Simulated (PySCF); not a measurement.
LaBr at M06

Level: M06. La def2-TZVPP with ECP46, Br def2-TZVPP; scalar-relativistic core potentials (PySCF 2.14).

```
state                                            : singlet, about 0.1 electrons in the 4f shell (Mulliken)
bond length                                      : 0.2679 nm
harmonic wavenumber                              : 238 cm⁻¹
force constant                                   : 1.68 mdyn/Å
rotational constant Be                           : 0.04667 cm⁻¹
anharmonicity ωexe                               : 0.455 cm⁻¹
vibration–rotation constant αe                   : 0.000124 cm⁻¹
well depth De to La (5d1 6s2) + Br               : 4.53 eV
dissociation energy D0                           : 4.52 eV
HOMO–LUMO gap                                    : 1.90 eV
bond order (Mayer)                               : 1.25
dipole moment (positive dipole means La(−)Br(+)) : -3.11 D
```

Spin–orbit coupling is left out, which matters for elements this heavy, above all for dissociation energies.
